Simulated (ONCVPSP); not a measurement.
# Pseudopotential generation for Hf: ONCV, PBE, non-relativistic.

```
Element                 : hafnium
Generator               : ONCVPSP 4.0.1
Type                    : optimised norm-conserving Vanderbilt (ONCV)
Functional              : PBE
Relativity              : non-relativistic
Frozen core             : [Kr] 4d10 4f14
Valence charge          : 12
Reference configuration : 5s2 5p6 5d2 6s2
Partial waves           : 5s+6s: rc 1.70 bohr, ncon 4, nbas 8, qcut 6 1/bohr, 2 projectors; 5p: rc 1.25 bohr, ncon 4, nbas 7, qcut 6.4 1/bohr, 2 projectors, debl 1.1 Ha; 5d: rc 1.80 bohr, ncon 4, nbas 8, qcut 5.3 1/bohr, 1 projector
Local potential         : polynomial inside 0.80 bohr (lpopt 5, dvloc0 0 Ha)
Core correction         : Teter function, fcfact 4, rcfact 1.7
```

In the p channel the program set the typed energies aside and used -1.241, 0.250 Ha.

Poles of the logarithmic derivatives, all-electron (AE) and pseudo (PS). s: poles at -1.2 (AE) and -1.2 (PS) Ha. p: poles at 3.9 (AE) and 4.0 (PS) Ha. d: poles at 1.6 (AE) and 1.4, 3.9 (PS) Ha. Test radii: s 1.73, p 1.27, d 1.82 bohr.

- Cutoffs needed: 45 Ha and 86 Ha (the cutoffs (Ha) at which the residual kinetic energy of the hardest occupied pseudo-wave falls to 1 and 0.1 mHa per electron)
- Ghost test: ghosts flagged at negative energy: s at -365.7 eV; GHOST(+) flagged for p at 38.0 eV; a true bound ghost makes a file unfit for plane-wave use
- Largest excitation error: -100 meV (all-electron minus pseudo) for 5s2 5p6 5d1 6s0, out of 4 test configurations
- rms error of d²Exc/dni dnj: 4.79 mHa without and 2.94 mHa with the model core
